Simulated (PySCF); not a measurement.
Electrostatic solvation of a mixed set.

All values: wB97X-D/def2-SVPD (PySCF, non-relativistic), each on one gas-phase PBE0-D3(BJ)/def2-SVP geometry that isn't relaxed in the solvent. The solvent is an IEF-PCM continuum (Bondi radii, 1.10 Å for H, scaled by 1.2). Only the electrostatic response of the medium enters.

Question: Order them by E(solvent) − E(gas) in chloroform (ε = 4.711), most negative first (kcal/mol).
A. `CC(C)(C)[P@@]1(=O)C=C1F`
B. `CN(C)c1ccncc1`
C. `[CH2:1]=[CH:2][C@:3]([F:4])([O:5][CH3:6])[C:7]([F:8])([F:9])[F:10]` with C1–C2–C3–F4 -10°, C2–C3–O5–C6 176°

Answer: A (-6.2), B (-5.3), C (-2.6).

| SMILES | charge | ΔE (kcal/mol) | polarisation term (kcal/mol) | HOMO shift (eV) | dipole gas (D) | dipole solvent (D) | atoms | lowest singlet, gas (eV) | lowest singlet, solvent (eV) |
| --- | --- | --- | --- | --- | --- | --- | --- | --- | --- |
| CC(C)(C)[P@@]1(=O)C=C1F | 0 | -6.2 | -7.2 | -0.08 | 4.06 | 5.10 | 19 | 5.99 | 6.17 |
| CN(C)c1ccncc1 | 0 | -5.3 | -6.3 | +0.05 | 4.75 | 6.10 | 19 | 5.09 | 4.97 |
| C=C[C@](F)(OC)C(F)(F)F | 0 | -2.6 | -2.8 | +0.07 | 1.22 | 1.35 | 16 | 7.57 | 7.47 |

The polarisation term is half the interaction of the solute with the induced surface charges. Singlets are vertical TDDFT energies (frozen core, non-equilibrium response), the lowest in each medium.

Note: wB97X-D ran without an empirical dispersion term, which enters the total energy and its gradient alone.
